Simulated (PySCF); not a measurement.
PySCF input for ClHMoOS2, SMILES [SH][Mo](=[O])([Cl])=[S], multiplicity 1, PBE-D3(BJ)/def2-SVP. Geometry optimised at PBE-D3(BJ)/def2-SVP. The spin state was assumed, not searched. The structure was generated by enumeration; whether it is a known compound was not checked. The def2 effective core potentials stand for the cores of Mo; spin–orbit coupling is left out. Other conformers were not sampled.

```python
import numpy as np
from pyscf import gto, scf, dft, df
from pyscf.hessian import thermo

mol = gto.M(
    atom='''
    Mo    0.17922092    0.06083301   -0.14511815
    O     1.28660180    0.29644533   -1.39304139
    S     1.22169565   -0.33453971    1.67018372
    Cl   -1.15482200    1.88453196    0.10936987
    S    -1.02025443   -1.84279579   -0.74242971
    H    -1.41117888   -2.12622439    0.53594186
    ''',
    basis='def2-SVP',
    ecp={'Mo': 'def2-svp'},
    charge=0,
    spin=0,
    max_memory=1600,
    verbose=3,
)
mf = dft.RKS(mol, xc='pbe').density_fit(auxbasis='def2-universal-jkfit')
mf.disp = 'd3bj'
mf.grids.level = 3
mf.conv_tol = 1e-11
mf.max_cycle = 100
mf.kernel()

# [left out here: the lines that compute and print the analytic Hessian (its translational invariance restored by hand, since the grid's response is missing), thermochemistry and intensities]
```

Program output:

```
converged SCF energy = -1399.79480720057

WARN: DFTD3 does not support analytical Hessian, using finite difference


WARN: Mole.unit (angstrom) is changed to Bohr

Mode                                 0                   1                   2
Irrep
Freq [cm^-1]                      115.0629            141.3123            143.9475
Reduced mass [au]                  20.6539             24.2691             16.6204
Force const [Dyne/A]                0.1611              0.2855              0.2029
Char temp [K]                     165.5498            203.3170            207.1085
Normal mode                   x     y     z       x     y     z       x     y     z
       0  Mo                -0.04 -0.00 -0.00   -0.01  0.02  0.03   -0.02 -0.02  0.04
       1   O                -0.04 -0.00 -0.00   -0.03  0.03  0.01   -0.05 -0.04  0.01
       2   S                -0.02  0.00 -0.01    0.05 -0.11 -0.02    0.08  0.06  0.01
       3  Cl                 0.07  0.08  0.02   -0.03  0.03 -0.09    0.01  0.01 -0.03
       4   S                 0.08 -0.08 -0.01    0.02  0.01  0.02   -0.01  0.02 -0.10
       5   H                 0.08 -0.12 -0.02    0.09 -0.06  0.03   -0.10 -0.05 -0.14
Mode                                 3                   4                   5
Irrep
Freq [cm^-1]                      192.9860            253.4690            306.1856
Reduced mass [au]                  10.1456              8.7324              1.2157
Force const [Dyne/A]                0.2226              0.3305              0.0672
Char temp [K]                     277.6638            364.6855            440.5329
Normal mode                   x     y     z       x     y     z       x     y     z
       0  Mo                -0.00 -0.03 -0.00   -0.02  0.00 -0.01   -0.00 -0.00  0.00
       1   O                 0.00  0.20  0.05    0.14 -0.02  0.14   -0.05  0.06 -0.02
       2   S                 0.00  0.02  0.00    0.05  0.01 -0.06   -0.00 -0.01  0.01
       3  Cl                 0.04 -0.01 -0.03   -0.02  0.03  0.01    0.02 -0.01 -0.01
       4   S                -0.05 -0.02  0.01   -0.02 -0.04  0.00    0.03 -0.01  0.01
       5   H                 0.18 -0.12  0.06   -0.21  0.16 -0.01   -0.67  0.60 -0.06
Mode                                 6                   7                   8
Irrep
Freq [cm^-1]                      387.4260            418.4491            546.2262
Reduced mass [au]                  20.6395             23.6612              3.6260
Force const [Dyne/A]                1.8253              2.4410              0.6374
Char temp [K]                     557.4197            602.0551            785.8979
Normal mode                   x     y     z       x     y     z       x     y     z
       0  Mo                 0.04  0.01  0.00    0.01 -0.06 -0.01    0.03 -0.01  0.03
       1   O                -0.01  0.01 -0.04   -0.00  0.02 -0.01   -0.01  0.01 -0.01
       2   S                 0.01 -0.01  0.04    0.00  0.00  0.01   -0.07  0.02 -0.11
       3  Cl                -0.05  0.06  0.01   -0.06  0.09  0.01   -0.01  0.01 -0.00
       4   S                -0.06 -0.10 -0.03    0.03  0.06  0.02    0.00  0.01  0.01
       5   H                -0.13 -0.06 -0.04    0.07  0.12  0.04   -0.33 -0.34 -0.17
Mode                                 9                  10                  11
Irrep
Freq [cm^-1]                      579.1914           1000.9544           2597.8299
Reduced mass [au]                   1.4897             17.9877              1.0381
Force const [Dyne/A]                0.2944             10.6183              4.1278
Char temp [K]                     833.3275           1440.1506           3737.6988
Normal mode                   x     y     z       x     y     z       x     y     z
       0  Mo                 0.02 -0.00  0.03   -0.03 -0.01  0.03   -0.00 -0.00  0.00
       1   O                -0.02 -0.01 -0.00    0.15  0.03 -0.17    0.00  0.00 -0.00
       2   S                -0.04  0.01 -0.06    0.00 -0.00  0.00    0.00  0.00  0.00
       3  Cl                -0.00  0.00 -0.00   -0.00  0.00 -0.00   -0.00  0.00 -0.00
       4   S                -0.01 -0.02 -0.03   -0.00 -0.00 -0.00   -0.01 -0.01  0.03
       5   H                 0.47  0.61  0.26    0.01  0.03  0.01    0.28  0.21 -0.92
temperature 298.1500 [K]
pressure 101325.00 [Pa]
Rotational constants [GHz] 1.71650 1.48274 1.10913
Symmetry number 1
Zero-point energy (ZPE) 0.01523 [Eh]   39973.458 [J/mol]
                           tot       elec      trans        rot        vib
Entropy [J/mol/K]       368.751      0.000    175.582    121.848     71.321
Cv [J/mol/K]             94.211      0.000     12.472     12.472     69.267
Cp [J/mol/K]            102.525      0.000     20.786     12.472     69.267
Internal energy [J/mol]                      3718.434   3718.434  51785.101
Internal energy [Eh]   -1399.77225  -1399.79481
Enthalpy [J/mol]                             6197.391   3718.434  51785.101
Enthalpy [Eh]          -1399.77131
Gibbs free energy [J/mol]                  -46152.522 -32610.544  30520.863
Gibbs free energy [Eh] -1399.81318
mode   freq/cm-1   IR/(km/mol)
   1      115.06         0.268
   2      141.31         0.504
   3      143.95         0.588
   4      192.99         2.883
   5      253.47         1.390
   6      306.19        24.626
   7      387.43         8.505
   8      418.45        55.178
   9      546.23        37.881
  10      579.19        17.104
  11     1000.95       103.080
  12     2597.83         9.721
max |gradient| / (hartree/bohr): 0.00011206011740052082
APT charges: [ 1.3857 -0.4886 -0.3303 -0.3929 -0.2613  0.0874]
```

The run converged.

Cost: about 70 core-seconds (a rough figure).
